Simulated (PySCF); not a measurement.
## A thermochemical cycle for MgGe

PBE in PySCF with def2-SVPD on every atom, for the lowest determinant that a PBE0 search found; no spin–orbit coupling. MgGe, a triplet (π ↑↑), has De = 1.21 eV to neutral atoms, and MgGe⁺, a doublet (π ↑), has De = 2.09 eV to Mg⁺ + Ge.

The adiabatic ionisation energy of MgGe, between the minima, is 6.76 eV.

Problem. Which ionisation energy of the Mg atom does this level give?

Solution. IE(Mg) = IE(molecule) + De(ion) − De(neutral) = 6.76 + 2.09 − 1.21 = 7.64 eV; the measured value is 7.646 eV (NIST ASD).

Spin–orbit coupling is left out. For an ion De counts to the pair picked by the measured ionisation energies or electron affinities, which need not be the lowest pair at this level. States were picked by a PBE0 search and need not be the measured ground states.
